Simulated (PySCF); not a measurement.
Gas-phase reaction: ZrCl₂(OH)₂ + 2 Cl = ZrCl₃OH + HCl + O

Method: PySCF energies plus ideal-gas RRHO corrections (1 bar). † marks an energy on the PBE0/def2-TZVP geometry and frequencies; other levels use their own. MP2 freezes the core. Open shells (unrestricted): Cl (multiplicity 2, electronic degeneracy 6), O (multiplicity 3, electronic degeneracy 9); the rest are closed-shell singlets. Spin-orbit splitting is ignored; it lowers the true energy and changes the entropy of Cl, O. B3LYP is the form with VWN-RPA correlation. Zr: scalar-relativistic def2 core potential, no spin-orbit coupling. ZrCl₂(OH)₂, ZrCl₃OH: computed as isolated molecules; such fragments, hydroxides, amides, oligomers or adducts are transient or little studied in the gas. MP2 isn't extrapolated to the basis-set limit; its ΔH°(298 K) is 57.4 kJ in def2-SVP and 43.2 kJ in def2-TZVPP. The harmonic model lacks anharmonicity and excited electronic states, which grow with temperature; levels with a mode under 35 cm⁻¹ are left out. Soft modes under 120 cm⁻¹ make the harmonic entropy rough for ZrCl₂(OH)₂, ZrCl₃OH.

| level | ΔE electronic, kJ | ΔH°(298 K), kJ | ΔS°(298 K), J/K | ΔG°(600 K), kJ |
|---|---|---|---|---|
| B3LYP/def2-TZVP† | 58 | 48 | 4 | 46 |
| M06-2X/def2-TZVP† | 49 | 38 | 4 | 37 |
| MP2/def2-SVP† | 68 | 57 | 4 | 56 |
| MP2/def2-TZVPP† | 54 | 43 | 4 | 42 |
| PBE0/def2-QZVP† | 40 | 30 | 4 | 28 |
| PBE0/def2-SVP† | 47 | 36 | 4 | 35 |
| PBE0/def2-TZVP | 37 | 27 | 4 | 25 |
| LDA/def2-TZVP† | 79 | 69 | 4 | 67 |
| ωB97M-V/def2-TZVP† | 44 | 34 | 4 | 32 |
| ωB97X-V/def2-TZVP† | 48 | 38 | 4 | 36 |
ΔH° is lowest at PBE0/def2-TZVP and highest at LDA/def2-TZVP†. No reference value is set beside these.
